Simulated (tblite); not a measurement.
C4H6OSSi.
Structure used (GFN2-xTB), in Å, numbered top down from 1:
```xyz
13
C4H6OSSi angstrom
C      2.0500    0.5897    0.1842
S      1.8323   -1.2180    0.0569
Si    -0.2222   -1.3241   -0.5292
C     -1.4928   -0.4909    0.6286
C     -1.8107    0.5200   -0.1976
C     -0.9775    0.2645   -1.3916
O     -0.8728    0.8701   -2.4246
H      3.0893    0.7607    0.4427
H      1.4046    0.9821    0.9635
H      1.8217    1.0517   -0.7708
H     -0.4266   -2.6859   -0.9802
H     -1.8967   -0.6540    1.6147
H     -2.5031    1.3348   -0.0592
```

All values are computed: GFN2-xTB (tblite) harmonic vibrations without scaling, gas phase. This tight-binding method is rough: wavenumbers can miss measured ones by several per cent, in bad cases by 10 to 20. Modes of hydrogen on silicon can be 10 to 20 % off. One conformer, not necessarily the lowest.

Harmonic wavenumbers (cm⁻¹): 40.8, 77.4, 92.5, 121.7, 187.1, 220.9, 355.3, 458.4, 479.3, 522.6, 585.7, 607.4, 659.2, 721.2, 772.7, 815.5, 890.2, 946.2, 958.8, 992.6, 1048.6, 1221.1, 1320.9, 1447.7, 1455.3, 1552.5, 1784.0, 2369.4, 3035.2, 3043.4, 3064.6, 3081.7, 3098.6.

A = 2831, B = 1332, C = 1178 MHz; mass 129.991 u (most abundant isotopes); point group C1, symmetry number 1.

**Question.** Zero-point energy?

**Answer.** Half the sum of the wavenumbers: 19014 cm⁻¹ = 54.36 kcal/mol.

**Question.** Give the ideal-gas entropy at 298.15 K and 1 bar in the rigid-rotor, harmonic-oscillator model (classical rotation).

**Answer.** Translation 40.53, rotation 28.67, vibration 25.92: S = 95.1 cal/(mol K).

**Question.** And Cp and H(298.15 K) − H(0)?

**Answer.** Cp = 32.64 cal/(mol K), of which vibrations give 24.69 (their classical limit is 33 R = 65.6); H(298.15 K) − H(0) = 6.27 kcal/mol without the zero-point energy, 3.90 from vibrations.

**Question.** What must be added to the electronic energy to get the Gibbs energy at 298.15 K and 1 bar?

**Answer.** ZPE + [H(298.15 K) − H(0)] − T·S = 54.36 + 6.27 − 28.36 = 32.27 kcal/mol.

**Question.** Which modes carry the vibrational entropy at 298.15 K?

**Answer.** 40.8 cm⁻¹: 5.22; 77.4 cm⁻¹: 3.96; 92.5 cm⁻¹: 3.61; 121.7 cm⁻¹: 3.07; 187.1 cm⁻¹: 2.26; 220.9 cm⁻¹: 1.95 cal/(mol K); the other 27 give 5.86 together.

**Question.** How do the functions run with temperature in this model?

**Answer.** 
```json
{"T (K)": "50", "S (cal/(mol K))": "58.4", "Cp (cal/(mol K))": "13.4", "H − H(0) (kcal/mol)": "0.51", "G − H(0) (kcal/mol)": "-2.41", "ln q(vib)": "0.59"}
{"T (K)": "100", "S (cal/(mol K))": "69.1", "Cp (cal/(mol K))": "17.6", "H − H(0) (kcal/mol)": "1.29", "G − H(0) (kcal/mol)": "-5.62", "ln q(vib)": "1.83"}
{"T (K)": "373.15", "S (cal/(mol K))": "103.0", "Cp (cal/(mol K))": "37.6", "H − H(0) (kcal/mol)": "8.91", "G − H(0) (kcal/mol)": "-29.52", "ln q(vib)": "8.09"}
{"T (K)": "500", "S (cal/(mol K))": "115.0", "Cp (cal/(mol K))": "44.2", "H − H(0) (kcal/mol)": "14.12", "G − H(0) (kcal/mol)": "-43.36", "ln q(vib)": "10.75"}
{"T (K)": "750", "S (cal/(mol K))": "134.7", "Cp (cal/(mol K))": "52.9", "H − H(0) (kcal/mol)": "26.35", "G − H(0) (kcal/mol)": "-74.65", "ln q(vib)": "15.58"}
{"T (K)": "1000", "S (cal/(mol K))": "150.7", "Cp (cal/(mol K))": "58.5", "H − H(0) (kcal/mol)": "40.33", "G − H(0) (kcal/mol)": "-110.39", "ln q(vib)": "19.89"}
```

q(vib) and H(0) count from the zero-point level.

Hindered rotation and anharmonicity are outside this model. Other conformers, if any are populated, would add a mixing term that is left out. The structure is chiral; the term R ln 2 for an equal mix with its mirror image is left out.
